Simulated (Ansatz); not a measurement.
```xyz
10

C     0.642    0.022   -1.658
Si    0.183    0.614    0.047
O    -0.500   -0.586    0.900
Zn   -1.268   -1.082    2.408
H     1.103    0.831   -2.232
H     1.354   -0.806   -1.605
H    -0.241   -0.322   -2.202
H    -0.753    1.775   -0.071
H     1.411    1.116    0.738
H    -1.932   -1.562    3.676
```

The species carries charge 0 and has multiplicity 1.

**Question.** List the ωB97M-V/def2-TZVPP orbital energies in eV (the Gaussian-basis code of Ansatz). (Estimate.)

**Answer.** Ansatz gave: Occupied: -9465.70, -1806.67, -1156.93, -1017.38, -1017.38, -1017.27, -525.31, -280.57, -147.65, -136.80, -101.78, -101.76, -101.74, -92.17, -92.17, -92.03, -29.15, -21.97, -18.36, -17.49, -17.47, -17.43, -17.43, -16.12, -13.99, -13.77, -13.02, -12.29, -12.28, -11.75, -10.33, -10.29. Lowest empty: 0.93, 0.97, 1.28, 2.67, 3.07, 3.56, 4.27, 4.63.
